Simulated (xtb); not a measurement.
indium atom (In), doublet (GFN-xTB shapes and energies of metal compounds can be far from the true ones). Base run: GFN0-xTB in xtb 6.7.1.

Geometry (Å):
```xyz
1

In     0.0000     0.0000     0.0000
```
Charge 0, spin multiplicity 2.
All else is at xtb's defaults.
Base energy -1.12523 Eh.

Each row names what was changed in the base input (with any setting that the change needs).

| change | ΔE vs base (kJ/mol) |
|---|---|
| base | 0.00 |
| etemp = 10 | 4.60 |
| etemp = 3000 | -42.9 |
| etemp = 1000 | -11.11 |
| file = coord | 0.00 |
| acc = 0.0001 | 0.00 |
